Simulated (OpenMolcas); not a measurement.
Ru⁵⁺: effect of the active space

```
Program             : OpenMolcas
Method              : SS-CASPT2 or its RAS form, IPEA 0.25 Eh, imaginary shift 0.1 Eh
Basis               : ANO-RCC-VQZP
Scalar Hamiltonian  : DKH2, point nucleus
Spin-orbit coupling : state interaction with AMFI integrals over the reference wave functions, term energies averaged over their components
```

A. 3 electrons in 5 orbitals (4d); 2S+1 = 4 even, 10 roots; 2S+1 = 2 even, 40 roots; closed shells correlated: 4s 4p; CASPT2 step of the order of 20 core-seconds
B. 9 electrons in 8 orbitals (RAS1 4p, at most 2 holes; RAS2 4d); 2S+1 = 4 even, 10 roots; 2S+1 = 2 even, 40 roots; closed shells correlated: 4s; CASPT2 step about 60 core-seconds
C. 3 electrons in 10 orbitals (4d 5d); 2S+1 = 4 even, 10 roots; 2S+1 = 2 even, 40 roots; closed shells correlated: 4s 4p; CASPT2 step roughly 6 core-minutes

Energies in cm⁻¹ above 4d³ ⁴F_3/2.

| Level | A | B | C |
| --- | --- | --- | --- |
| 4d³ ⁴F_3/2 | 0.0 | 0.0 | 0.0 |
| 4d³ ⁴F_5/2 | 1384 | 1434 | 1388 |
| 4d³ ⁴F_7/2 | 3060 | 3160 | 3070 |
| 4d³ ⁴F_9/2 | 4880 | 5040 | 4910 |
| 4d³ ⁴P_3/2 | 13740 | 13660 | 13610 |
| 4d³ ⁴P_1/2 | 13810 | 13790 | 13740 |
| 4d³ ²G_7/2 | 15670 | 16010 | 15770 |
| 4d³ ⁴P_5/2 | 15890 | 16010 | 15930 |
| 4d³ ²G_9/2 [71 %] | 16670 | 16980 | 16840 |
| 4d³ ²P_1/2 | 20870 | 20370 | 20050 |
| 4d³ ²H_9/2 [74 %] | 21870 | 22200 | 22170 |
| 4d³ ²H_11/2 | 22150 | 22400 | 22520 |
| 4d³ ²D_5/2(1) | 23320 | 24000 | 23490 |
| 4d³ ²F_7/2 | 33250 | 33310 | 33380 |
| 4d³ ²F_5/2 | 33730 | 33820 | 33870 |
| 4d³ ²D_5/2(2) | 52440 | 52020 | 52730 |
| 4d³ ²D_3/2(2) | 53000 | 52760 | 53250 |

Among A to C the level of the table that moves most is 4d³ ²P_1/2, by 820 cm-1 (lowest in C, highest in A). Moves below CASPT2's spread within the term are not significant.

CASPT2 breaks the degeneracy within a term, and the mean is taken; among the terms shown or strongly mixed into the levels shown the widest spread is 480 cm-1 (4d³ ⁴F, A). The CASPT2 spread within a term exceeds the gap to the next term for 4d³ ²P and 4d³ ²H, so the order of their levels is uncertain (holds for A). Active for correlation alone: 4p; no level in the range computed is led by a configuration that opens it, so any true level of that kind is missing (holds for B). Active for correlation alone: 5d; no level in the range computed is led by a configuration that fills it, so any true level of that kind is missing (holds for C). Only configurations of the active space appear. The table leaves out levels that lie high or whose names do not pair safely across all columns.

A share in square brackets marks a mixed level and gives the weight of the term that names it, the lowest over the columns. A number in round brackets counts repeated terms of one configuration in the order of the reference energies.
